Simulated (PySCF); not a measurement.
2-heptanone (C7H14O), SMILES CCCCCC(C)=O.

Geometry optimised at r2SCAN-D4/def2-SVP. The values are those of a single conformer.

Computed with r2SCAN-D4/def2-SVP (PySCF).

No scaling factor is applied to the harmonic values.

Computed vibrational spectrum:
```json
[
 {"mode": "1", "ν (cm⁻¹)": "40", "IR (km/mol)": "1.5", "moving atoms (share of kinetic energy)": "H 56 %, C 28 %, O 16 %"},
 {"mode": "2", "ν (cm⁻¹)": "58", "IR (km/mol)": "0.1", "moving atoms (share of kinetic energy)": "C 70 %, H 27 %"},
 {"mode": "3", "ν (cm⁻¹)": "89", "IR (km/mol)": "0.1", "moving atoms (share of kinetic energy)": "H 81 %, C 11 %, O 8 %"},
 {"mode": "4", "ν (cm⁻¹)": "95", "IR (km/mol)": "2.5", "moving atoms (share of kinetic energy)": "C 60 %, H 25 %, O 15 %"},
 {"mode": "5", "ν (cm⁻¹)": "127", "IR (km/mol)": "0.2", "moving atoms (share of kinetic energy)": "H 59 %, C 39 %"},
 {"mode": "6", "ν (cm⁻¹)": "142", "IR (km/mol)": "0.2", "moving atoms (share of kinetic energy)": "C 59 %, H 40 %"},
 {"mode": "7", "ν (cm⁻¹)": "227", "IR (km/mol)": "3.6", "moving atoms (share of kinetic energy)": "C 53 %, O 27 %, H 21 %"},
 {"mode": "8", "ν (cm⁻¹)": "257", "IR (km/mol)": "0.0", "moving atoms (share of kinetic energy)": "H 89 %, C 11 %"},
 {"mode": "9", "ν (cm⁻¹)": "293", "IR (km/mol)": "0.3", "moving atoms (share of kinetic energy)": "C 69 %, H 23 %"},
 {"mode": "10", "ν (cm⁻¹)": "402", "IR (km/mol)": "0.7", "moving atoms (share of kinetic energy)": "C 61 %, H 30 %, O 10 %"},
 {"mode": "11", "ν (cm⁻¹)": "461", "IR (km/mol)": "3.7", "moving atoms (share of kinetic energy)": "C 54 %, H 37 %, O 9 %"},
 {"mode": "12", "ν (cm⁻¹)": "471", "IR (km/mol)": "3.1", "moving atoms (share of kinetic energy)": "C 47 %, H 42 %, O 11 %"},
 {"mode": "13", "ν (cm⁻¹)": "608", "IR (km/mol)": "7.9", "moving atoms (share of kinetic energy)": "C 56 %, O 24 %, H 20 %"},
 {"mode": "14", "ν (cm⁻¹)": "720", "IR (km/mol)": "4.1", "moving atoms (share of kinetic energy)": "H 87 %, C 13 %"},
 {"mode": "15", "ν (cm⁻¹)": "743", "IR (km/mol)": "2.0", "moving atoms (share of kinetic energy)": "H 89 %, C 11 %"},
 {"mode": "16", "ν (cm⁻¹)": "807", "IR (km/mol)": "0.4", "moving atoms (share of kinetic energy)": "H 79 %, C 21 %"},
 {"mode": "17", "ν (cm⁻¹)": "834", "IR (km/mol)": "1.4", "moving atoms (share of kinetic energy)": "C 60 %, H 30 %, O 10 %"},
 {"mode": "18", "ν (cm⁻¹)": "910", "IR (km/mol)": "3.2", "moving atoms (share of kinetic energy)": "H 63 %, C 37 %"},
 {"mode": "19", "ν (cm⁻¹)": "911", "IR (km/mol)": "6.3", "moving atoms (share of kinetic energy)": "H 74 %, C 26 %"},
 {"mode": "20", "ν (cm⁻¹)": "943", "IR (km/mol)": "9.0", "moving atoms (share of kinetic energy)": "C 48 %, H 43 %, O 9 %"},
 {"mode": "21", "ν (cm⁻¹)": "991", "IR (km/mol)": "1.1", "moving atoms (share of kinetic energy)": "H 79 %, C 20 %"},
 {"mode": "22", "ν (cm⁻¹)": "1039", "IR (km/mol)": "0.2", "moving atoms (share of kinetic energy)": "C 71 %, H 28 %"},
 {"mode": "23", "ν (cm⁻¹)": "1074", "IR (km/mol)": "0.6", "moving atoms (share of kinetic energy)": "C 60 %, H 40 %"},
 {"mode": "24", "ν (cm⁻¹)": "1084", "IR (km/mol)": "0.9", "moving atoms (share of kinetic energy)": "C 53 %, H 47 %"},
 {"mode": "25", "ν (cm⁻¹)": "1125", "IR (km/mol)": "1.6", "moving atoms (share of kinetic energy)": "H 53 %, C 46 %"},
 {"mode": "26", "ν (cm⁻¹)": "1133", "IR (km/mol)": "2.4", "moving atoms (share of kinetic energy)": "C 62 %, H 36 %"},
 {"mode": "27", "ν (cm⁻¹)": "1166", "IR (km/mol)": "55.1", "moving atoms (share of kinetic energy)": "C 53 %, H 45 %"},
 {"mode": "28", "ν (cm⁻¹)": "1208", "IR (km/mol)": "0.0", "moving atoms (share of kinetic energy)": "H 61 %, C 39 %"},
 {"mode": "29", "ν (cm⁻¹)": "1248", "IR (km/mol)": "10.7", "moving atoms (share of kinetic energy)": "H 67 %, C 33 %"},
 {"mode": "30", "ν (cm⁻¹)": "1273", "IR (km/mol)": "0.1", "moving atoms (share of kinetic energy)": "H 78 %, C 22 %"},
 {"mode": "31", "ν (cm⁻¹)": "1310", "IR (km/mol)": "1.6", "moving atoms (share of kinetic energy)": "H 92 %"},
 {"mode": "32", "ν (cm⁻¹)": "1319", "IR (km/mol)": "9.4", "moving atoms (share of kinetic energy)": "H 81 %, C 19 %"},
 {"mode": "33", "ν (cm⁻¹)": "1320", "IR (km/mol)": "9.1", "moving atoms (share of kinetic energy)": "H 78 %, C 22 %"},
 {"mode": "34", "ν (cm⁻¹)": "1351", "IR (km/mol)": "46.2", "moving atoms (share of kinetic energy)": "H 70 %, C 30 %"},
 {"mode": "35", "ν (cm⁻¹)": "1378", "IR (km/mol)": "49.5", "moving atoms (share of kinetic energy)": "H 58 %, C 41 %"},
 {"mode": "36", "ν (cm⁻¹)": "1391", "IR (km/mol)": "4.2", "moving atoms (share of kinetic energy)": "H 73 %, C 27 %"},
 {"mode": "37", "ν (cm⁻¹)": "1397", "IR (km/mol)": "7.4", "moving atoms (share of kinetic energy)": "H 59 %, C 41 %"},
 {"mode": "38", "ν (cm⁻¹)": "1419", "IR (km/mol)": "0.8", "moving atoms (share of kinetic energy)": "H 81 %, C 19 %"},
 {"mode": "39", "ν (cm⁻¹)": "1432", "IR (km/mol)": "16.8", "moving atoms (share of kinetic energy)": "H 90 %, C 9 %"},
 {"mode": "40", "ν (cm⁻¹)": "1446", "IR (km/mol)": "12.3", "moving atoms (share of kinetic energy)": "H 95 %"},
 {"mode": "41", "ν (cm⁻¹)": "1455", "IR (km/mol)": "0.8", "moving atoms (share of kinetic energy)": "H 93 %"},
 {"mode": "42", "ν (cm⁻¹)": "1459", "IR (km/mol)": "0.5", "moving atoms (share of kinetic energy)": "H 94 %"},
 {"mode": "43", "ν (cm⁻¹)": "1470", "IR (km/mol)": "8.0", "moving atoms (share of kinetic energy)": "H 97 %"},
 {"mode": "44", "ν (cm⁻¹)": "1471", "IR (km/mol)": "2.7", "moving atoms (share of kinetic energy)": "H 93 %"},
 {"mode": "45", "ν (cm⁻¹)": "1482", "IR (km/mol)": "6.2", "moving atoms (share of kinetic energy)": "H 92 %, C 8 %"},
 {"mode": "46", "ν (cm⁻¹)": "1815", "IR (km/mol)": "147.1", "moving atoms (share of kinetic energy)": "C 63 %, O 36 %"},
 {"mode": "47", "ν (cm⁻¹)": "2996", "IR (km/mol)": "15.3", "moving atoms (share of kinetic energy)": "H 95 %"},
 {"mode": "48", "ν (cm⁻¹)": "3004", "IR (km/mol)": "20.0", "moving atoms (share of kinetic energy)": "H 94 %"},
 {"mode": "49", "ν (cm⁻¹)": "3017", "IR (km/mol)": "32.0", "moving atoms (share of kinetic energy)": "H 94 %"},
 {"mode": "50", "ν (cm⁻¹)": "3025", "IR (km/mol)": "36.8", "moving atoms (share of kinetic energy)": "H 97 %"},
 {"mode": "51", "ν (cm⁻¹)": "3035", "IR (km/mol)": "1.6", "moving atoms (share of kinetic energy)": "H 97 %"},
 {"mode": "52", "ν (cm⁻¹)": "3037", "IR (km/mol)": "15.5", "moving atoms (share of kinetic energy)": "H 92 %, C 8 %"},
 {"mode": "53", "ν (cm⁻¹)": "3039", "IR (km/mol)": "26.0", "moving atoms (share of kinetic energy)": "H 93 %"},
 {"mode": "54", "ν (cm⁻¹)": "3045", "IR (km/mol)": "5.1", "moving atoms (share of kinetic energy)": "H 91 %, C 9 %"},
 {"mode": "55", "ν (cm⁻¹)": "3067", "IR (km/mol)": "19.8", "moving atoms (share of kinetic energy)": "H 90 %, C 10 %"},
 {"mode": "56", "ν (cm⁻¹)": "3093", "IR (km/mol)": "35.1", "moving atoms (share of kinetic energy)": "H 90 %, C 10 %"},
 {"mode": "57", "ν (cm⁻¹)": "3116", "IR (km/mol)": "42.0", "moving atoms (share of kinetic energy)": "H 91 %, C 9 %"},
 {"mode": "58", "ν (cm⁻¹)": "3125", "IR (km/mol)": "5.9", "moving atoms (share of kinetic energy)": "H 91 %, C 9 %"},
 {"mode": "59", "ν (cm⁻¹)": "3126", "IR (km/mol)": "28.1", "moving atoms (share of kinetic energy)": "H 91 %, C 9 %"},
 {"mode": "60", "ν (cm⁻¹)": "3176", "IR (km/mol)": "6.0", "moving atoms (share of kinetic energy)": "H 90 %, C 10 %"}
]
```
